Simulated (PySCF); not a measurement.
Gas-phase reaction: TiCl2(OH)2 + 2 Cl ⇌ TiCl4 + O + H2O

Energies from PySCF, thermal terms from the rigid-rotor harmonic-oscillator model, ideal gas at 1 bar. † marks an energy on the PBE0/def2-TZVP geometry and frequencies; other levels use their own. CCSD(T) freezes the core. 6-31G* has spherical d functions here. Open shells (unrestricted): Cl (multiplicity 2), O (multiplicity 3); the rest are closed-shell singlets. Spin-orbit splitting is ignored; it lowers the true energy and changes the entropy of Cl, O. TiCl2(OH)2: computed as isolated molecules; such fragments, hydroxides, amides, oligomers or adducts are transient or little studied in the gas. CCSD(T) isn't extrapolated to the basis-set limit. Warning, large T1 diagnostic: TiCl4, TiCl2(OH)2 (CCSD(T)/def2-SVP†).

PBE0/def2-SVP† gives ΔH°(298 K) = 52 kJ.

Q: What do HF/6-31G*, r2SCAN/def2-TZVP†, CCSD(T)/def2-SVP† give?

A: HF/6-31G*: 43 kJ; r2SCAN/def2-TZVP†: 30 kJ; CCSD(T)/def2-SVP†: 58 kJ. For scale, ΔH°(298 K) is 52 kJ at this level, 41 kJ at ωB97M-V/def2-TZVP†, and runs from -8 to 388 kJ over the 19 levels computed.
